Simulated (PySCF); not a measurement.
# Structure from 2D NMR

Compound of formula C6H7NS. Correlations simulated from computed shifts and the bond graph:

HSQC (one-bond C–H):
```csv
δH,δC
8.67,157.3
7.11,123.5
2.36,17.1
```

COSY cross peaks (H two or three bonds apart, from the bond graph; peaks can be absent where the dihedral angle is near 90°):
```csv
δH,δH
8.67,7.11
```

HMBC (two and three bonds, from the bond graph):
```csv
δH,δC
8.67,"160.2, 157.3, 123.5"
7.11,"160.2, 157.3, 123.5"
2.36,160.2
```

Carbons without hydrogens: δ 160.2.

Computed data (PySCF 2.14.0 with density-fitted response routines): coordinates at the PBE0-D3(BJ)/def2-TZVP level, B97-2/pcSseg-2 with gauge-including orbitals. No solvent, equivalent nuclei averaged, a single conformation, non-relativistic Hamiltonian.

δ = σ(ref) − σ, references computed at the same level: TMS for ¹H and ¹³C.

Exchangeable hydrogens are left out of these lists.

Task: Which molecule is this?

Result: `S(C)C1=CC=NC=C1`.

Atom-mapped SMILES (the numbers label the heavy atoms): `[CH3:1][S:2][c:3]1[cH:4][cH:5][n:6][cH:7][cH:8]1`; H(Xn) means a hydrogen on atom n.

1. δC 160.2 is C3, an aromatic carbon bearing sulfur.
2. δC 157.3 is C5/C7, an aromatic CH next to a ring nitrogen (δH 8.67).
3. δC 123.5 is C4/C8, an aromatic CH (δH 7.11).
4. δC 17.1 is C1, a methyl carbon bonded to S (δH 2.36).
5. HMBC from δH 8.67 reaches the proton-free carbon C3.
6. HMBC from δH 7.11 reaches the proton-free carbon C3.
7. HMBC from δH 2.36 reaches the proton-free carbon C3.
8. COSY links 8.67–7.11.

The data come from this structure; uniqueness wasn't tested.

Shifts are as computed. Against solution values, carbons near 30 ppm lie about +3 ppm off and those near 130 ppm about +7 ppm; carbons on S a further +4 ppm. Of 1309 compounds with measured shifts, 239 miss one by over three times the rms of a fit or turn the order of signals round; such compounds aren't used in these exercises.
